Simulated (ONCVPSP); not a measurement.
# Mo: ONCV pseudisation with PBE, fully relativistic reference atom.

molybdenum (Mo), optimised norm-conserving Vanderbilt (ONCV), made with ONCVPSP 4.0.1 (PBE, fully relativistic). Core [Ar] 3d10, reference 4s2 4p6 4d4 5s2. Waves: 4s+5s: rc 1.85 bohr, ncon 3, nbas 7, qcut 8.3 1/bohr, 2 projectors; 4p: rc 1.25 bohr, ncon 3, nbas 7, qcut 6.4 1/bohr, 2 projectors, debl 3.1 Ha; 4d: rc 2.35 bohr, ncon 4, nbas 9, qcut 5.9 1/bohr, 1 projector; f scattering state at 0.06 Ha: rc 2.60 bohr, ncon 4, nbas 8, qcut 4.9 1/bohr, 2 projectors, debl 1.3 Ha. Local part: polynomial inside 1.15 bohr (lpopt 5, dvloc0 6 Ha). Core correction: Teter function, fcfact 3.75, rcfact 1.2.

Open shells are filled in proportion to 2j + 1.

Poles of the logarithmic derivatives, all-electron (AE) and pseudo (PS). s: poles at -2.2, 4.8 (AE) and -2.2, 4.7 (PS) Ha. p3/2: poles at 2.1 (AE) and 2.1 (PS) Ha. p1/2: poles at 1.8 (AE) and 1.8 (PS) Ha. d5/2: poles at 0.2, 3.9 (AE) and 0.2 (PS) Ha. d3/2: poles at 0.1, 3.8 (AE) and 0.1, 1.6 (PS) Ha. f7/2: poles at 1.5, 4.1 (AE) and 1.5, 4.1 (PS) Ha. f5/2: poles at 1.5, 4.1 (AE) and 1.5, 4.1 (PS) Ha. Test radii: s 1.88, p3/2 1.27, p1/2 1.27, d5/2 2.39, d3/2 2.39, f7/2 2.64, f5/2 2.64 bohr.

* Cutoffs needed: 36 Ha and 109 Ha (the cutoffs (Ha) at which the residual kinetic energy of the hardest occupied pseudo-wave falls to 1 and 0.1 mHa per electron)
* Ghost test: ghosts flagged at negative energy: d5/2 at -266.3 eV; GHOST(+) flagged for d3/2 at 46.6 eV; a true bound ghost makes a file unfit for plane-wave use
* Largest excitation error: +13 meV (all-electron minus pseudo) for 4s2 4p6 4d5 5s0, out of 4 test configurations
* rms error of d²Exc/dni dnj: 6.39 mHa without and 4.68 mHa with the model core
